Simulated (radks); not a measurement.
Valence configurations of Ce+ (all share [Xe]). Method: Dirac Kohn-Sham, PBEsol, spin-unpolarised, spherical densities, finite nucleus; open shells fill j = l - 1/2 first; Fermi nuclear charge, rms radius 4.8771 fm; computed with a radial shooting solver on a logarithmic mesh with Libxc functionals. Order these by energy: 4f1 5d1 6s1; 4f1 6p2; 4f1 5d1 6p1; 4f1 6s1 6p1; 4f1 5d2; 5d2 6s1; 4f2 5d1; 4f2 6s1; 4f1 5d1.5 6p0.5; 5d3.

Answer. From the lowest, in eV above it: 4f2 6s1 0.000; 4f2 5d1 0.670; 4f1 5d1 6s1 0.737; 4f1 5d2 0.782; 4f1 5d1.5 6p0.5 2.080; 4f1 5d1 6p1 3.595; 4f1 6s1 6p1 4.277; 5d3 5.163; 5d2 6s1 5.878; 4f1 6p2 7.384. NIST lists [Xe] 4f1 5d2 as the ground configuration; this level of theory puts 4f2 6s1 lower, by 0.782 eV. The energies are those of spherical spin-averaged densities, not of single terms.
